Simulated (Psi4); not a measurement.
# How methods differ on InH3SO2 (SMILES [OH][In]([OH])[SH])

The species is InH3SO2 (7 atoms), meant as a singlet with charge 0. SMILES: `[OH][In]([OH])[SH]`. The shape was relaxed beforehand at PBE0/def2-TZVP. This is one conformer, not always the lowest.

Quantity: the HOMO–LUMO gap, in eV. The values are calculated.

| level | kind | program | value (eV) |
| --- | --- | --- | --- |
| PBE-D4/def2-TZVPP (density fitting, core potential) | GGA | Psi4 | 3.88 |
| r2SCAN-D4/def2-TZVPP (density fitting, core potential) | meta-GGA | Psi4 | 4.43 |
| B3LYP-D4/def2-TZVPP (density fitting, core potential) | global hybrid | Psi4 | 5.47 |
| PBE0-D4/def2-TZVPP (density fitting, core potential) | global hybrid | Psi4 | 6.06 |
| wB97M-V/def2-TZVPP (density fitting, core potential) | range-separated hybrid | Psi4 | 10.16 |

The values span 3.88 to 10.16 eV. Orbital gaps aren't excitation energies; they tend to grow with the share of exact exchange.
